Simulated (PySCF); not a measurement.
**How the method changes the constants of SbH⁺**

State: ²Π (doublet), unpaired electrons π ↑. Set-up: basis Sb def2-TZVPPD with ECP28, H def2-TZVPPD; scalar-relativistic core potentials; PySCF 2.14. De refers to Sb⁺ + H in their high-spin ground configurations, without counterpoise correction. The functionals are run spin-unrestricted. A positive dipole points towards H; it is taken about the centre of mass and depends on that origin.

```tsv
Level	Re (Å)	ωe (cm⁻¹)	De (eV)	μ (D)
UHF	1.694	2115	1.78	0.48
UHF-MP2	1.689	2076	2.51	n/a
UHF-SCS-MP2	1.692	2065	2.63	n/a
UHF-CCSD	1.698	2022	2.71	n/a
UHF-CCSD(T)	1.701	2000	2.74	n/a
PBE	1.730	1910	2.78	0.33
PBEsol	1.728	1915	2.92	0.40
TPSS	1.720	1959	2.92	0.31
r²SCAN	1.712	1980	2.79	0.39
PBE0	1.713	1992	2.72	0.39
r²SCAN0	1.702	2031	2.73	0.42
BHandHLYP	1.700	2051	2.75	0.38
M06-2X	1.707	2021	2.47	0.43
ωB97X	1.704	2044	2.92	0.38
```

The bond length runs from 1.689 Å (UHF-MP2) to 1.730 Å (PBE). De spans 1.78 eV (UHF, mean field) to 2.92 eV (ωB97X, range-separated hybrid). Correlation at CCSD(T) changes the Hartree–Fock bond energy by +0.96 eV; the triples alone change it by +0.03 eV.

Correlated steps freeze 4 core orbitals. These are scalar-relativistic numbers at best; spin–orbit coupling would shift them, the dissociation energy most. For an ion De counts to the pair picked by the measured ionisation energies or electron affinities, which need not be the lowest pair at this level. The state is the lowest determinant that a PBE0 search found; another state may lie lower at other levels.

The whole job (state search and all levels along the bond) took about 6.8 min on 1 thread of Arm Neoverse V2 (shared host), peak memory 1.4 GiB.
